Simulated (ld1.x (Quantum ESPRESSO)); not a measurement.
Before and after: TM potential for vanadium (V)

```
Element                 : V (Z = 23)
Generator               : ld1.x (Quantum ESPRESSO) 7.5
Type                    : norm-conserving Troullier–Martins (Kleinman–Bylander form)
Functional              : PBE
Relativity              : scalar-relativistic
Frozen core             : [Ar]
Valence charge          : 5
Reference configuration : 3d3 4s1 4p1
Partial waves           : 4s (bound): rc 2.15 bohr; 4p (bound): rc 3.55 bohr; 3d (bound): rc 1.30 bohr
Local potential         : the d channel
Core correction         : a·sin(br)/r model core inside 1.00 bohr
```

All-electron outer shells of the reference configuration (PBE, scalar-relativistic, ld1.x):

```json
{"shell": "3s", "level (eV)": "-71.66", "outermost node (bohr)": "0.38", "outermost maximum (bohr)": "0.82"}
{"shell": "3p", "level (eV)": "-45.46", "outermost node (bohr)": "0.35", "outermost maximum (bohr)": "0.84"}
{"shell": "3d", "level (eV)": "-6.50", "outermost node (bohr)": "–", "outermost maximum (bohr)": "0.90"}
{"shell": "4s", "level (eV)": "-5.53", "outermost node (bohr)": "1.17", "outermost maximum (bohr)": "2.72"}
{"shell": "4p", "level (eV)": "-2.10", "outermost node (bohr)": "1.30", "outermost maximum (bohr)": "3.54"}
```

Change: wave 4s (bound): rc 2.15 bohr becomes 4s (bound): rc 3.22 bohr.

Cutoffs: the cutoffs (Ry, on a coarse ladder) from which the occupation-weighted sum of valence levels, in a spherical-Bessel basis at the reference potential, stays within 10 and 1 mRy of its value at 400 Ry; they do not see the model core or the augmentation charge, which bear on the density cutoff. Errors are all-electron minus pseudo energies relative to the spin-unpolarised reference configuration.

Q: Predict the effect on cutoff, ghosts and configuration errors.

A: The potential gets neither clearly harder nor softer (110 Ry and 140 Ry → 110 Ry and 140 Ry); both files keep a bound ghost (p, s); of the 7 tests that both files solve, the error grows in 4 and shrinks in 0 by more than 15 % and 0.3 meV (median size 3.0 → 5.8 meV). More of the atom is replaced by a form fitted at one configuration, so other configurations suffer.

| quantity | base | changed |
| --- | --- | --- |
| cutoff, loose | 110 Ry | 110 Ry |
| cutoff, tight | 140 Ry | 140 Ry |
| loose cutoff by channel (10 mRy a level) | s 8 Ry, p 6 Ry, d 100 Ry | s 6 Ry, p 6 Ry, d 100 Ry |
| bound ghosts | s, p | s, p |
| error for 3d3 4s2 4p0, meV [ΔE -3.35 eV] | -0.5 | -2.7 |
| error for 3d3 4s1 4p0, meV [ΔE 4.39 eV] | -3.0 | -2.8 |
| error for 3d3 4s0 4p0, meV [ΔE 18.68 eV] | -26 | -32 |
| error for 3d1 4s0 4p0, meV [ΔE 93.45 eV] | -2043 | -2146 |
| error for 3d3 4s0 4p1, meV [ΔE 8.49 eV] | -2.5 | -5.8 |
| error for 3d3.5 4s1.5 4p0, meV [ΔE -3.29 eV] | -38 | -40 |
| error for 3d3 4s1.5 4p0, meV [ΔE -0.26 eV] | -1.0 | -2.3 |
| s: phases at 3.84 bohr within 0.05 rad from the reference energy up to (Ry; the scan ends near 5) | 0.7 | 0.6 |
| p: phases at 3.84 bohr within 0.05 rad from the reference energy up to (Ry; the scan ends near 5) | 1.3 | 1.3 |
| d: phases at 3.84 bohr within 0.05 rad from the reference energy up to (Ry; the scan ends near 5) | 2.9 | 2.9 |

 A true bound ghost makes a file unfit for plane-wave use even where its test errors are small: the radial tests pick states by their node count and pass the ghost by.
